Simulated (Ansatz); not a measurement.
Basis-set extrapolation for `[O]c1ccccc1` radical (PBE0-D4/def2-TZVP geometry, frozen core, Ansatz 0.2.0). Multiplicity 2, UHF reference.

```tsv
	def2-TZVPP	def2-QZVPP
HF	-305.086215	-305.099030
MP2 correlation	-1.082409	-1.159083
CCSD(T) correlation	-1.205445	not run
```

Energies in hartree. Use E(X) = E(∞) + A·exp(−7.88·√X) for Hartree–Fock and E(X) = E(∞) + B·X^(−2.97) for correlation, with X = 3 and 4, and add CCSD(T) minus MP2 of the smaller set to the MP2 limit.

What is the CCSD(T) energy at the basis-set limit?

HF limit: -305.099030 + (-0.012815) × 0.13774 = -305.10080. MP2 limit: -1.159083 + (-0.076674) × 0.74074 = -1.21588. Higher-order term: -1.205445 − (-1.082409) = -0.12304. Total: -306.43972 hartree, 388.7 kJ/mol below CCSD(T)/def2-TZVPP.

The UHF reference is spin-contaminated (⟨S²⟩ = 1.32, T1 = 0.039).
